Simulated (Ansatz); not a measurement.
Two isomers of C2H8SiTe: A = `CC[Te][SiH3]`, B = `CC[SiH2][TeH]`.

Gas-phase electronic energies from Ansatz, PBE0-D4/def2-TZVP geometries. CBS: MP2 limit from def2 TZ/QZ plus the TZ coupled-cluster correction, frozen cores. DFT in def2-TZVPP. B3LYP here is the variant with VWN-RPA as its local correlation; programs differ in this. Elements past krypton have def2 core potentials. For Te outer-core shells are correlated without core-valence functions, which leaves a few kJ/mol of doubt a bond. One conformer a species, not always the lowest.

**Question.** Which isomer does CCSD(T)/CBS put lower? Give the gap. (An estimate is asked.)

**Answer.** Computed: B, by 7.5 kcal/mol.

**Question.** Give E(B) − E(A) in kcal/mol with B2PLYP, ωB97M-V, CCSD(T)/def2-TZVPP, MP2/def2-TZVPP, CCSD/def2-TZVPP, B3LYP, r2SCAN-D4. (Estimate.)

**Answer.** Computed: B2PLYP -7.8, ωB97M-V -9.4, CCSD(T)/def2-TZVPP -8.0, MP2/def2-TZVPP -7.4, CCSD/def2-TZVPP -8.4, B3LYP -7.9, r2SCAN-D4 -8.7. None reverses the order clearly.

Largest T1 diagnostic: 0.010.

From PBE to PBE0 (25 % exact exchange), in def2-TZVPP and without D4, E(B) − E(A) moves by −0.7 kcal/mol.
